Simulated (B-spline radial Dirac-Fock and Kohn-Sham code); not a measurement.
## Electron momentum distribution of Bi⁵⁺: Compton profiles

System: Bi⁵⁺, [Xe] 4f14 5d10.

Input of the calculation (task.json; shells as n, l, electrons):

```json
{"items": [{
  "Z": 83,
  "q": 5,
  "cfg": [[1, 0, 2], [2, 0, 2], [2, 1, 6], [3, 0, 2], [3, 1, 6], [3, 2, 10], [4, 0, 2], [4, 1, 6], [4, 2, 10], [4, 3, 14], [5, 0, 2], [5, 1, 6], [5, 2, 10]],
  "A": 209,
  "rrms": 5.5211,
  "do": ["scatter"],
  "s": [0.0, 0.08, 0.09, 0.11, 0.13, 0.16, 0.19, 0.23, 0.28, 0.34, 0.4, 0.49, 0.59, 0.71, 0.85, 1.02, 1.23, 1.49, 1.79, 2.15, 2.6, 3.13, 3.76],
  "pz": [0, 0.1, 0.2, 0.3, 0.4, 0.5, 0.6, 0.8, 1.0, 1.2, 1.4, 1.6, 1.8, 2.0, 2.5, 3.0, 4.0, 5.0, 7.0, 10.0, 15.0, 20.0, 30.0, 40.0, 60.0, 100.0],
  "hv_scatter": [1000, 2000, 8047.8, 20000, 30000, 50000, 500000, 1000000]
}]}
```

Run with: `python xray_run.py task.json out`

The computed values come from a radial finite-basis atomic code: the impulse approximation on Dirac-Fock densities. pz is in atomic units of momentum; subshell profiles are per electron, for a selection of subshells; open shells are spread over both j values by their weights.

| pz | J total | J 1s1/2 | J 4s1/2 | J 5s1/2 | J 5d5/2 |
| --- | --- | --- | --- | --- | --- |
| 0 | 7.176 | 0.00867 | 0.138 | 0.314 | 0.205 |
| 0.3 | 7.144 | 0.00867 | 0.136 | 0.300 | 0.205 |
| 0.4 | 7.118 | 0.00867 | 0.135 | 0.289 | 0.205 |
| 0.5 | 7.083 | 0.00867 | 0.134 | 0.276 | 0.204 |
| 0.6 | 7.039 | 0.00867 | 0.133 | 0.262 | 0.204 |
| 0.8 | 6.915 | 0.00867 | 0.129 | 0.227 | 0.203 |
| 1 | 6.734 | 0.00867 | 0.124 | 0.190 | 0.198 |
| 1.2 | 6.489 | 0.00867 | 0.119 | 0.154 | 0.191 |
| 1.4 | 6.182 | 0.00866 | 0.113 | 0.120 | 0.179 |
| 1.6 | 5.826 | 0.00866 | 0.106 | 0.0921 | 0.162 |
| 1.8 | 5.442 | 0.00866 | 0.0993 | 0.0695 | 0.143 |
| 2 | 5.052 | 0.00866 | 0.0921 | 0.0528 | 0.123 |
| 2.5 | 4.173 | 0.00865 | 0.0739 | 0.0317 | 0.0749 |
| 3 | 3.535 | 0.00864 | 0.0569 | 0.0275 | 0.0399 |
| 4 | 2.830 | 0.00862 | 0.0314 | 0.0253 | 0.00999 |
| 5 | 2.396 | 0.00859 | 0.0185 | 0.0158 | 0.00507 |
| 7 | 1.637 | 0.00852 | 0.0138 | 0.00379 | 0.00431 |
| 10 | 0.9266 | 0.00837 | 0.0102 | 0.00278 | 0.00127 |
| 15 | 0.4574 | 0.00801 | 0.00197 | 0.000560 | 0.000295 |
| 20 | 0.2577 | 0.00755 | 0.00133 | 0.000274 | 0.000256 |
| 30 | 0.1007 | 0.00642 | 0.000533 | 0.000120 | 7.21e-05 |
| 40 | 0.04736 | 0.00521 | 9.47e-05 | 2.09e-05 | 1.54e-05 |
| 60 | 0.01524 | 0.00315 | 4.10e-05 | 8.40e-06 | < 1e-6 |
| 100 | 0.003329 | 0.00105 | 1.67e-05 | 3.45e-06 | < 1e-6 |

J(0) = 7.176. The 5d5/2 subshell gives the largest part, 17 %.

Mean momentum ⟨p⟩ by subshell (a.u.): 1s1/2 92.4, 2s1/2 33.0, 2p1/2 43.2, 2p3/2 36.6, 3s1/2 16.6, 3p1/2 19.7, 3p3/2 17.8, 3d3/2 21.4, 3d5/2 20.7, 4s1/2 8.66, 4p1/2 9.75, 4p3/2 8.92, 4d3/2 9.94, 4d5/2 9.67, 4f5/2 10.2, 4f7/2 10.1, 5s1/2 3.86, 5p1/2 4.12, 5p3/2 3.75, 5d3/2 3.60, 5d5/2 3.47.
